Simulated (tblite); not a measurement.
A tight-binding relaxation on `CC#CP/C=C\C`.

Computed with GFN2-xTB geometry optimisation, gas phase (tblite 0.8.0). Start geometry: from a force field or distance geometry. A driver script takes a list of jobs; this job's settings line and coordinates (Å) are shown.

Command:
```bash
OMP_NUM_THREADS=1 python probes_run.py task.json out
```

Input:
```
{"job": {"kind": "relax", "xc": "GFN2-xTB", "basis": "xTB"}, "charge": 0, "multiplicity": 1}
C      3.896800    -0.175900     1.144400
C      2.561300    -0.478200     0.593000
C      1.490400    -0.741000     0.160000
P     -0.174600    -1.119800    -0.532500
C     -0.839000     0.589200    -0.644600
C     -2.137000     0.912200    -0.509900
C     -3.301700     0.027100    -0.231700
H      4.047700     0.913400     1.207200
H      4.007300    -0.589400     2.153100
H      4.672200    -0.595600     0.518500
H     -0.830100    -1.523500     0.666000
H     -0.141700     1.393500    -0.863600
H     -2.395300     1.968400    -0.598100
H     -4.042600     0.138000    -1.025100
H     -3.771700     0.325100     0.720300
H     -3.049700    -1.034600    -0.151300
```

Output:
```
step      E/eV     max force
  0    -539.93445    3.658
  1    -539.78319    7.021
  2    -540.02556    0.834
  3    -540.04494    0.480
  4    -540.06975    0.969
  5    -540.09118    0.507
  6    -540.10086    0.329
  7    -540.10690    0.215
  8    -540.10999    0.225
  9    -540.11263    0.152
... (89 lines left out)
 99    -540.14042    0.022
100    -540.14050    0.020
101    -540.14055    0.012
102    -540.14057    0.012
103    -540.14059    0.012
104    -540.14062    0.012
105    -540.14064    0.012
106    -540.14065    0.018
107    -540.14066    0.026
108    -540.14066    0.006
```

«max force» is the largest atomic force in eV/Å.

**Question.** From which step on does the largest force stay under 0.1 eV/Å, and how much energy is left to gain from there?

**Answer.** From step 17 (0.076 eV/Å), 16.4 meV above the end.

Main results: energy lowered by 4.8 kcal/mol over 108 steps; largest atomic force 0.006 eV/Å at the end.

**Question.** Where do the atoms end?

**Answer.** 0.311 Å rms from the input after alignment:
```
atom  x, y, z in Å
C1     3.9122   -0.2233    0.9862
C2     2.5336   -0.4792    0.6339
C3     1.3675   -0.6588    0.3881
P4    -0.2675   -1.0574   -0.1353
C5    -0.8812    0.6510   -0.3444
C6    -2.1637    0.9564   -0.4949
C7    -3.2763   -0.0342   -0.4568
H8     4.1028    0.8499    1.0060
H9     4.1268   -0.6375    1.9715
H10    4.5742   -0.6873    0.2547
H11   -0.7672   -1.2295    1.1700
H12   -0.1177    1.4166   -0.4033
H13   -2.4580    1.9898   -0.6371
H14   -3.9638    0.1351   -1.2843
H15   -3.8421    0.0672    0.4704
H16   -2.8870   -1.0499   -0.5189
```

On one thread of an Arm Neoverse V1, shared host with 64 logical CPUs at a one-minute load of 44, this took 0.67 s wall.
Labels such as C1 count atoms from 1, the log's own numbers from 0.
